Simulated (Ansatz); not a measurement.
`[PH2][SnH2][SH]` + dimethylamine → `CN(C)P` + `[SH][SnH3]` at 600 K and 1 bar (cleavage of the P–Sn bond).

Gas-phase electronic energies from Ansatz, PBE0-D4/def2-TZVP geometries. CCSD(T)/CBS adds triple-zeta CCSD(T) − MP2 to the extrapolated MP2 energy (def2 sets, frozen cores). Elements past krypton have def2 core potentials. For Sn outer-core shells are correlated without core-valence functions, which leaves a few kJ/mol of doubt a bond. One conformer a species, not always the lowest.

```csv
species,CCSD(T)/CBS energy (Eh),H − E (kJ/mol),S (J/(mol·K))
`[PH2][SnH2][SH]`,-955.76196,162.7,448.3
`CNC`,-135.00321,284.6,333.5
`CN(C)P`,-476.53702,319.5,400.9
`[SH][SnH3]`,-614.20548,117.8,361.0
```

H − E and S are ideal-gas, rigid-rotor, harmonic terms from PBE0-D4/def2-TZVP, for one conformer and one mirror image of each species. 1 Eh = 2625.50 kJ/mol, R = 8.31446 J/(mol·K).

Problem. By hand: ΔE, ΔH, ΔS and ΔG.

Solution. ΔE = (-476.53702) + (-614.20548) − (-955.76196) − (-135.00321) = 0.02267 Eh = 59.5 kJ/mol. Δ(H − E) = 319.5 + 117.8 − 162.7 − 284.6 = -10.0, so ΔH = 49.5 kJ/mol. ΔS = 400.9 + 361.0 − 448.3 − 333.5 = -19.9 J/(mol·K). ΔG = 49.5 − 600 × (-19.9)/1000 = 61.4 kJ/mol.

Problem. By hand: the equilibrium constant, and the temperature at which ΔG would vanish if ΔH and ΔS stayed fixed.

Solution. log₁₀ K = −ΔG/(RT ln 10) = -5.3. ΔH and −TΔS have one sign here, so there is no such temperature.

ΔH outweighs TΔS. A doubt of 5 kJ/mol in ΔE shifts log₁₀ K by 0.4 here. Other conformers and mirror images would add mixing entropy, several J/(mol·K) or more a flexible species. Modes under 60 cm⁻¹, often nearly free rotors, make the harmonic entropy too high. These are equilibria of isolated gas molecules and say nothing of rates. Largest T1 diagnostic: 0.013 (customary marks: 0.02 for closed shells, 0.045 for open ones).
